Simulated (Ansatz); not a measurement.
`C#CCC#N` + `[OH][SbH2]` → `C#C[O][SbH2]` + `CC#N` at 400 K and 1 bar (substitution at a C–C bond).

Calculated with Ansatz (gas phase, PBE0-D4/def2-TZVP geometries, no zero-point term in ΔE). CCSD(T)/CBS is the MP2 limit (def2-TZVPP, def2-QZVPP) plus CCSD(T) − MP2 in def2-TZVPP, frozen cores. This one scheme is used for every species. def2 core potentials past Kr. For Sb outer-core shells are correlated without core-valence functions, which leaves a few kJ/mol of doubt a bond.

```tsv
species	CCSD(T)/CBS energy (Eh)	H − E (kJ/mol)	S (J/(mol·K))
`C#CCC#N`	-208.62231	170.4	324.4
`[OH][SbH2]`	-316.98030	89.2	295.3
`C#C[O][SbH2]`	-392.99526	121.5	350.8
`CC#N`	-132.59492	136.8	258.6
```

H − E and S are ideal-gas, rigid-rotor, harmonic terms from PBE0-D4/def2-TZVP. 1 Eh = 2625.50 kJ/mol, R = 8.31446 J/(mol·K).

**Question.** By hand: ΔE, ΔH, ΔS and ΔG.

**Answer.** ΔE = (-392.99526) + (-132.59492) − (-208.62231) − (-316.98030) = 0.01243 Eh = 32.6 kJ/mol. Δ(H − E) = 121.5 + 136.8 − 170.4 − 89.2 = -1.3, so ΔH = 31.3 kJ/mol. ΔS = 350.8 + 258.6 − 324.4 − 295.3 = -10.3 J/(mol·K). ΔG = 31.3 − 400 × (-10.3)/1000 = 35.4 kJ/mol.

**Question.** By hand: the equilibrium constant, and the temperature at which ΔG would vanish if ΔH and ΔS stayed fixed.

**Answer.** log₁₀ K = −ΔG/(RT ln 10) = -4.6. ΔH and −TΔS have one sign here, so there is no such temperature.

The number of gas molecules stays the same, so ΔS is small and ΔH decides. A doubt of 5 kJ/mol in ΔE shifts log₁₀ K by 0.7 here. These are equilibria of isolated gas molecules and say nothing of rates. Largest T1 diagnostic: 0.015 (customary marks: 0.02 for closed shells, 0.045 for open ones).
